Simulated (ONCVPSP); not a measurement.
**revPBE ONCV dataset for silver, scalar-relativistic all-electron reference.**

```
Element                 : Ag
Generator               : ONCVPSP 4.0.1
Type                    : optimised norm-conserving Vanderbilt (ONCV)
Functional              : revPBE
Relativity              : scalar-relativistic
Frozen core             : [Kr]
Valence charge          : 11
Reference configuration : 4d10 5s0.75 5p0.25
Partial waves           : 5s: rc 2.10 bohr, ncon 5, nbas 8, qcut 3.1 1/bohr, 2 projectors, debl 3 Ha; 5p: rc 4.00 bohr, ncon 3, nbas 6, qcut 2.1 1/bohr, 1 projector; 4d: rc 1.95 bohr, ncon 3, nbas 8, qcut 8.5 1/bohr, 2 projectors, debl 2 Ha
Local potential         : polynomial inside 1.20 bohr (lpopt 5, dvloc0 1 Ha)
Core correction         : Teter function, parameters optimised by the program
```

Results:

```
Cutoffs needed             : 24 Ha and 35 Ha (the cutoffs (Ha) at which the residual kinetic energy of the hardest occupied pseudo-wave falls to 1 and 0.1 mHa per electron)
Ghost test                 : ghosts flagged at negative energy: s at -36.9 eV, p at -35.5 eV; no localised positive-energy state flagged; a true bound ghost makes a file unfit for plane-wave use
Configuration tests        : 2 of 4 tests not solved or not reliable
rms error of d²Exc/dni dnj : 3.25 mHa without and 0.10 mHa with the model core
```

Generation and tests took about 5.2 s on one core of a shared server CPU.
